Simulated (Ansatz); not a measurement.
`[NH2][Ta](=[O])([Cl])[Cl]` + H₂O → `[O]=[Ta]([OH])([Cl])[Cl]` + NH₃ at 600 K and 1 bar (formal hydrolysis of a Ta–N bond).

Calculated with Ansatz (gas phase, PBE0-D4/def2-TZVP geometries, no zero-point term in ΔE). CCSD(T)/CBS is the MP2 limit (def2-TZVPP, def2-QZVPP) plus CCSD(T) − MP2 in def2-TZVPP, frozen cores. This one scheme is used for every species. Elements past krypton have def2 core potentials. For Ta outer-core shells are correlated without core-valence functions, which leaves a few kJ/mol of doubt a bond. Each species was taken in one conformer, which may not be the lowest.

```
                    species  CCSD(T)/CBS energy (Eh)  H − E (kJ/mol)  S (J/(mol·K))
`[NH2][Ta](=[O])([Cl])[Cl]`              -1107.76851           139.3          452.1
                        H₂O                -76.37941            76.8          212.8
 `[O]=[Ta]([OH])([Cl])[Cl]`              -1127.64682           103.6          446.3
                        NH₃                -56.50880           112.4          219.5
```

H − E and S are ideal-gas, rigid-rotor, harmonic terms from PBE0-D4/def2-TZVP, for one conformer and one mirror image of each species. 1 Eh = 2625.50 kJ/mol, R = 8.31446 J/(mol·K).

Task: By hand: ΔE, ΔH, ΔS and ΔG.

Result: ΔE = (-1127.64682) + (-56.50880) − (-1107.76851) − (-76.37941) = -0.00770 Eh = -20.2 kJ/mol. Δ(H − E) = 103.6 + 112.4 − 139.3 − 76.8 = -0.1, so ΔH = -20.3 kJ/mol. ΔS = 446.3 + 219.5 − 452.1 − 212.8 = 0.9 J/(mol·K). ΔG = -20.3 − 600 × (0.9)/1000 = -20.8 kJ/mol.

Task: By hand: the equilibrium constant, and the temperature at which ΔG would vanish if ΔH and ΔS stayed fixed.

Result: log₁₀ K = −ΔG/(RT ln 10) = 1.8. ΔH and −TΔS have one sign here, so there is no such temperature. One of them is within its doubt of zero, so this could turn.

The number of gas molecules stays the same, so ΔS is small and ΔH decides. A doubt of 5 kJ/mol in ΔE shifts log₁₀ K by 0.4 here. Other conformers and mirror images would add mixing entropy, several J/(mol·K) or more a flexible species. These are equilibria of isolated gas molecules and say nothing of rates. Largest T1 diagnostic: 0.019 (customary marks: 0.02 for closed shells, 0.045 for open ones).
